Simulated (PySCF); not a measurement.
A geometry optimisation, step by step.

Compound: C₄H₄GeO₂.
SMILES with atom numbers: `[O:1]=[CH:2][C:3](=[O:4])[C:5]#[C:6][GeH3:7]` (hydrogens: H8 on C2; H9, H10, H11 on Ge7)

Computed by this run: PBE0-D3(BJ)/def2-SVP geometry optimisation, gas phase in PySCF; density fitting, grid level 1; the optimiser is geomeTRIC in internal coordinates, started from a GFN2-xTB structure with every atom displaced at random (about 0.01 Å). The frame can shift and turn from step to step; on so coarse a grid that alone can change the energy by a few meV, and forces under 0.02 eV/Å are noise.

Step 0: E = -64792.5884 eV, largest atomic force 1.542 eV/Å
```
atom  x, y, z in Å  |  force x, y, z in eV/Å
O1     -2.403    1.123   -0.195    0.185   1.436   0.530
C2     -2.548    0.021   -0.594    0.210  -1.204  -0.330
C3     -1.450   -1.032   -0.605    0.998   0.954   0.548
O4     -1.609   -2.141   -1.019   -0.718  -1.087  -0.549
C5     -0.195   -0.559   -0.083    0.198   0.189   0.157
C6      0.830   -0.088    0.376    0.134  -0.026   0.022
Ge7     2.447    0.630    1.089   -0.995  -0.059   0.184
H8     -3.472   -0.372   -1.007   -1.091  -0.303  -0.420
H9      2.162    2.039    1.523   -0.070   0.573   0.152
H10     2.821   -0.216    2.262    0.239  -0.444   0.602
H11     3.456    0.570    0.022    0.909  -0.028  -0.896
```

Step 1: E = -64792.7189 eV, largest atomic force 0.318 eV/Å
```
atom  x, y, z in Å  |  force x, y, z in eV/Å
O1     -2.327    1.231   -0.231   -0.090  -0.074  -0.041
C2     -2.439    0.110   -0.640    0.052   0.120   0.027
C3     -1.285   -0.901   -0.628   -0.242  -0.153  -0.092
O4     -1.478   -2.016   -1.059    0.059   0.107   0.044
C5     -0.033   -0.432   -0.088   -0.002  -0.052  -0.032
C6      1.024   -0.030    0.368    0.096   0.098   0.070
Ge7     2.649    0.669    1.095    0.194  -0.015  -0.080
H8     -3.388   -0.307   -1.071    0.174  -0.005   0.058
H9      2.393    2.122    1.538    0.023  -0.135  -0.042
H10     3.051   -0.214    2.296   -0.047   0.100  -0.146
H11     3.726    0.610   -0.021   -0.215   0.011   0.234
```

Step 2: E = -64792.7159 eV, largest atomic force 0.541 eV/Å
```
atom  x, y, z in Å  |  force x, y, z in eV/Å
O1     -2.395    1.247   -0.243    0.339  -0.168   0.042
C2     -2.434    0.117   -0.637   -0.517  -0.057  -0.149
C3     -1.284   -0.895   -0.624    0.254   0.175   0.119
O4     -1.467   -2.010   -1.054   -0.112   0.129   0.013
C5     -0.030   -0.423   -0.085    0.059  -0.067  -0.003
C6      1.027   -0.020    0.370   -0.033   0.057   0.014
Ge7     2.655    0.666    1.093    0.036  -0.009  -0.022
H8     -3.358   -0.338   -1.071   -0.009  -0.066  -0.035
H9      2.411    2.112    1.537   -0.004   0.012   0.005
H10     3.050   -0.217    2.283   -0.002  -0.006   0.005
H11     3.719    0.603   -0.010   -0.010   0.000   0.012
```

Step 3: E = -64792.7247 eV, largest atomic force 0.148 eV/Å
```
atom  x, y, z in Å  |  force x, y, z in eV/Å
O1     -2.365    1.228   -0.238   -0.058   0.051  -0.009
C2     -2.445    0.105   -0.644    0.113   0.043   0.085
C3     -1.284   -0.891   -0.622   -0.038   0.037  -0.029
O4     -1.474   -2.004   -1.054    0.058  -0.111  -0.011
C5     -0.030   -0.416   -0.083    0.040  -0.030   0.008
C6      1.027   -0.010    0.372   -0.107   0.008  -0.029
Ge7     2.656    0.671    1.093   -0.063  -0.009   0.014
H8     -3.369   -0.346   -1.077   -0.053  -0.004  -0.029
H9      2.417    2.113    1.538   -0.015   0.079   0.027
H10     3.047   -0.212    2.278    0.023  -0.057   0.080
H11     3.714    0.605   -0.003    0.101  -0.006  -0.107
```

Step 4: E = -64792.7264 eV, largest atomic force 0.049 eV/Å
```
atom  x, y, z in Å  |  force x, y, z in eV/Å
O1     -2.359    1.227   -0.236   -0.035  -0.014  -0.003
C2     -2.444    0.104   -0.641    0.031  -0.009  -0.025
C3     -1.284   -0.897   -0.625    0.009  -0.031   0.014
O4     -1.462   -2.013   -1.053   -0.031   0.027  -0.008
C5     -0.033   -0.419   -0.085    0.019  -0.012  -0.005
C6      1.021   -0.009    0.371    0.007   0.045   0.018
Ge7     2.653    0.673    1.093    0.020  -0.011  -0.009
H8     -3.373   -0.339   -1.078    0.007   0.008   0.015
H9      2.412    2.121    1.540    0.004  -0.020  -0.005
H10     3.045   -0.213    2.283   -0.006   0.015  -0.020
H11     3.717    0.608   -0.012   -0.025   0.002   0.027
```

Step 5: E = -64792.7266 eV, largest atomic force 0.041 eV/Å
```
atom  x, y, z in Å  |  force x, y, z in eV/Å
O1     -2.380    1.224   -0.241    0.021  -0.014   0.002
C2     -2.447    0.100   -0.644   -0.026   0.017   0.005
C3     -1.281   -0.894   -0.623   -0.021   0.015  -0.003
O4     -1.462   -2.010   -1.052    0.024  -0.003   0.005
C5     -0.031   -0.413   -0.083   -0.005  -0.036  -0.015
C6      1.023   -0.002    0.374   -0.006   0.039   0.011
Ge7     2.657    0.675    1.095    0.017  -0.007  -0.003
H8     -3.371   -0.354   -1.081    0.013  -0.010  -0.002
H9      2.421    2.123    1.542    0.002  -0.011  -0.003
H10     3.047   -0.213    2.283   -0.004   0.009  -0.013
H11     3.719    0.606   -0.010   -0.015   0.002   0.016
```

Step 6: E = -64792.7268 eV, largest atomic force 0.033 eV/Å
```
atom  x, y, z in Å  |  force x, y, z in eV/Å
O1     -2.383    1.219   -0.241    0.009   0.002   0.001
C2     -2.448    0.095   -0.645   -0.011  -0.010   0.009
C3     -1.280   -0.895   -0.623    0.011   0.015  -0.001
O4     -1.454   -2.012   -1.052    0.002  -0.008  -0.002
C5     -0.032   -0.410   -0.082    0.012  -0.020  -0.002
C6      1.020    0.005    0.375   -0.022   0.024   0.001
Ge7     2.656    0.679    1.095   -0.006  -0.006   0.002
H8     -3.369   -0.362   -1.083   -0.007  -0.002  -0.008
H9      2.424    2.125    1.543   -0.002   0.011   0.004
H10     3.044   -0.210    2.282    0.003  -0.006   0.009
H11     3.716    0.608   -0.009    0.011   0.001  -0.013
```

Step 7: E = -64792.7269 eV, largest atomic force 0.024 eV/Å
```
atom  x, y, z in Å  |  force x, y, z in eV/Å
O1     -2.393    1.207   -0.244   -0.007   0.011   0.004
C2     -2.450    0.083   -0.648    0.011  -0.015  -0.005
C3     -1.275   -0.899   -0.623    0.013   0.001   0.005
O4     -1.439   -2.018   -1.051   -0.004  -0.006  -0.007
C5     -0.032   -0.404   -0.080    0.014  -0.005   0.002
C6      1.016    0.020    0.378   -0.019   0.009  -0.002
Ge7     2.654    0.688    1.097   -0.013  -0.003   0.004
H8     -3.368   -0.380   -1.089   -0.012   0.001  -0.001
H9      2.429    2.135    1.546   -0.003   0.015   0.005
H10     3.040   -0.204    2.282    0.004  -0.008   0.013
H11     3.712    0.614   -0.009    0.017   0.001  -0.018
```

**Question.** Summarise the path.

**Answer.** The energy falls by 3.20 kcal/mol from step 0 to step 7; nine tenths of that is first reached at step 1. It rises by more than 0.2 meV at step 2. The largest force goes from 1.542 to 0.024 eV/Å. Among the bonds Ge7–H11 changes most, from 1.470 to 1.532 Å; the atoms move by 0.091 Å rms after alignment.

**Question.** Follow the three bonds and two angles with the largest change from start to end.

**Answer.** 
| step | E above end (kcal/mol) | largest force (eV/Å) | Ge7–H11 (Å) | Ge7–H10 (Å) | C2–H8 (Å) | C2–C3–O4 (°) | C3–C5–C6 (°) |
| --- | --- | --- | --- | --- | --- | --- | --- |
| 0 | 3.20 | 1.542 | 1.470 | 1.493 | 1.085 | 123.3 | 176.1 |
| 1 | 0.18 | 0.318 | 1.552 | 1.544 | 1.123 | 119.0 | 179.7 |
| 2 | 0.25 | 0.541 | 1.534 | 1.533 | 1.118 | 119.5 | 179.8 |
| 3 | 0.05 | 0.148 | 1.525 | 1.528 | 1.116 | 118.4 | 179.7 |
| 4 | 0.01 | 0.049 | 1.535 | 1.535 | 1.119 | 119.2 | 179.7 |
| 5 | 0.01 | 0.041 | 1.535 | 1.534 | 1.119 | 118.7 | 179.7 |
| 6 | 0.00 | 0.033 | 1.532 | 1.533 | 1.118 | 118.8 | 179.7 |
| 7 | 0.00 | 0.024 | 1.532 | 1.532 | 1.118 | 118.9 | 179.7 |

What follows is the cost of the whole optimisation. The run took 74 s of wall time on one thread of an Arm Neoverse V2 (shared host), and the process peaked at 0.56 GiB of memory.
